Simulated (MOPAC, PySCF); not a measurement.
HClSi, SMILES `[SiH]Cl` (lower singlet), neutral singlet in the gas phase. This singlet lies 1.47 eV below the relaxed triplet at the level composite: frozen-core CCSD(T) with HF/cc-pV5Z and the correlation energy extrapolated as X^-3 from cc-pVQZ and cc-pV5Z, plus phaseless AFQMC minus CCSD(T) in cc-pVTZ // PBE0-D3(BJ)/def2-TZVP (Ansatz).

Cartesian coordinates (Å):
```xyz
3

Si    -0.3076     0.7661     0.0000
Cl     1.4887    -0.2771     0.0000
H     -1.1811    -0.4890     0.0000
```
Charge 0, multiplicity 1.

All levels are single points at this geometry (PBE0-D3(BJ)/def2-TZVP); Pople sets use spherical d functions. Orbital energies aren't observables, and empty levels follow the basis.

BP86/6-31G* in PySCF gives HOMO (eV) = -5.99.

**Question.** Estimate the HOMO (eV) from each of these levels: PBE0-D3(BJ)/def2-TZVP in PySCF; B3LYP/6-311+G** in PySCF; B3LYP/6-31G* in PySCF; M06-2X/6-31G* in PySCF; SVWN5/6-31G* in PySCF; HF/6-31G* in PySCF; PM6 in MOPAC; PM7 in MOPAC.

**Answer.** 
```csv
level,HOMO (eV)
PBE0-D3(BJ)/def2-TZVP in PySCF,-6.99
B3LYP/6-311+G** in PySCF,-6.91
B3LYP/6-31G* in PySCF,-6.80
M06-2X/6-31G* in PySCF,-8.04
SVWN5/6-31G* in PySCF,-5.91
HF/6-31G* in PySCF,-9.56
PM6 in MOPAC,-8.08
PM7 in MOPAC,-10.02
```
